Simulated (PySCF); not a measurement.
XPS shifts beside NMR shieldings

Compound: 1,3,5-norcaratriene, C7H6.
SMILES with atom numbers: `[cH:1]1[cH:2][cH:3][c:4]2[c:5]([cH:6]1)[CH2:7]2`

Structure used (PBE0-D3(BJ)/def2-SVP), in Å, numbered top down from 1:
```xyz
13
C7H6 angstrom
C     -1.595    0.597   -0.085
C     -1.510   -0.782    0.150
C     -0.275   -1.455    0.246
C      0.813   -0.624    0.085
C      0.731    0.706   -0.141
C     -0.452    1.406   -0.242
C      2.101    0.117   -0.063
H     -2.586    1.056   -0.147
H     -2.436   -1.351    0.263
H     -0.225   -2.531    0.429
H     -0.535    2.480   -0.425
H      2.694   -0.003   -0.983
H      2.723    0.307    0.824
```

Binding energies: PySCF, delta-SCF UKS SCAN, pcX-2 on the ionised atom, pcseg-1 elsewhere, spin-free X2C. Shieldings: GIAO PBE0/pcSseg-1, non-relativistic, same geometry.

| atom | C 1s (eV) |
| --- | --- |
| C1 | 290.22 |
| C3 | 290.49 |
| C4 | 290.09 |
| C7 | 291.48 |

Problem. What are the absolute isotropic shieldings of these atoms?

Solution. 
| atom | environment | C 1s (eV) | isotropic shielding (ppm) |
| --- | --- | --- | --- |
| C4 | substituted aromatic carbon | 290.09 | 53.3 |
| C1 | aromatic CH carbon | 290.22 | 49.7 |
| C3 | aromatic CH carbon | 290.49 | 64.8 |
| C7 | benzylic-type carbon | 291.48 | 163.8 |

Problem. Among the listed atoms, is the one with the highest binding energy also the least shielded?

Solution. No. The highest binding energy is at C7 (291.48 eV, shielding 163.8 ppm), the lowest shielding at C1 (49.7 ppm, 290.22 eV).

By binding energy: C4 < C1 < C3 < C7. By shielding: C1 < C4 < C3 < C7.

Of atoms equivalent by bonding only the ionised one is listed; its partners' own values can differ in this conformer. Isolated species at its PBE0-D3(BJ)/def2-SVP geometry, gas phase.
